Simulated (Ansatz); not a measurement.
`OC(=S)[SeH]` + H₂Te → `OC(=S)[TeH]` + H₂Se  (substitution at a C–Se bond)

Calculated with Ansatz (gas phase, PBE0-D4/def2-TZVP geometries, no zero-point term in ΔE). CBS: MP2 limit from def2 TZ/QZ plus the TZ coupled-cluster correction, frozen cores. DFT in def2-TZVPP. HSE06 is defined as in plane-wave codes. Elements past krypton have def2 core potentials. For Se, Te outer-core shells are correlated without core-valence functions, which leaves a few kJ/mol of doubt a bond. Scalar relativity is left out up to krypton. Each species was taken in one conformer, which may not be the lowest.

Task: Is it downhill or uphill in electronic energy at CCSD(T)/CBS, and by how much? (Best estimate.)

Result: The calculation gave: Uphill: ΔE = +18.9 kJ/mol.

Task: What do these levels give: PBE-D4, r2SCAN0-D4, HSE06-D4, PBE-QIDH, RPA@PBE/def2-TZVPP, MP2/def2-TZVPP? (An estimate is asked.)

Result: Computed: PBE-D4 22.9, r2SCAN0-D4 27.9, HSE06-D4 26.7, PBE-QIDH 28.1, RPA@PBE/def2-TZVPP 24.6, MP2/def2-TZVPP 23.5 kJ/mol.

Largest T1 diagnostic among the species: 0.016.

From PBE to PBE0 (25 % exact exchange), in def2-TZVPP and without D4, ΔE moves by +4.1 kJ/mol. Leaving LDA and LC-ωPBE aside and taking each functional with its dispersion term where it has one, the values, not all of them listed here, spread over 9.2 kJ/mol, from BLYP-D4 to ωB97X-V. LDA lies +4.1 kJ/mol from PBE without D4.
